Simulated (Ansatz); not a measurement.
Energy profile

The step: SiF₂ + NH₃ → SiNH₃F₂ ([NH2][SiH]([F])[F]); bonds formed: Si1–H4; dative contacts that become bonds: Si1–N5; bonds broken: H4–N5 (atoms numbered as in the saddle structure below).

| atom | x (Å) | y (Å) | z (Å) |
| --- | --- | --- | --- |
| Si1 | -0.3050 | -0.9015 | -0.3331 |
| F2 | 1.0767 | -1.2501 | -1.0688 |
| F3 | -1.3130 | -0.4730 | -1.5027 |
| H4 | -0.2140 | -0.4763 | 1.2289 |
| N5 | 0.1663 | 0.6675 | 0.5125 |
| H6 | -0.5249 | 1.3980 | 0.6453 |
| H7 | 1.1140 | 1.0354 | 0.5179 |

Electronic energies by CCSD(T) at an estimated basis limit (MP2 extrapolated from triple and quadruple zeta, plus CCSD(T) − MP2 in triple zeta), on PBE0-D4/def2-TZVP structures; SiNH₃F₂, singlet; no counterpoise correction. Program: Ansatz 0.2.0. Basis: def2-TZVPP and def2-QZVPP. Cores are frozen in the correlated methods. Extrapolation: Hartree–Fock as exp(−7.88 √X), correlation as X^−2.97.

(1) Give the profile in kJ/mol, counted from the separated reactants. (Judge from chemistry; the value comes from the calculation.)

The T1 diagnostic stays at or below 0.015. The restricted Hartree–Fock reference is unstable towards an unrestricted one at one or more of these structures.

Answers

(1) By the calculation:
```csv
point,kJ/mol
"separated: SiF₂ (linked as [F][Si][F]; Si1, F2, F3; singlet) + NH₃ (H4, N5, H6, H7; singlet)",0.0
start structure,-72.1
saddle,109.6
end structure,-219.3
```

Losses and insertions of silylenes and their heavier kin drive the gas-phase chemistry of silicon and germanium vapour deposition.

For scale, one of the runs: CCSD(T)/def2-TZVPP, 177 basis functions, launched by `ansatz run in.yaml --threads 2 --pin off --events-out ev --progress --plain --max-ram 4352MiB`. Time: 57 s of wall clock on 2 CPU threads of an Arm Neoverse V1; the host was shared. Peak host memory: 1.7 GiB.
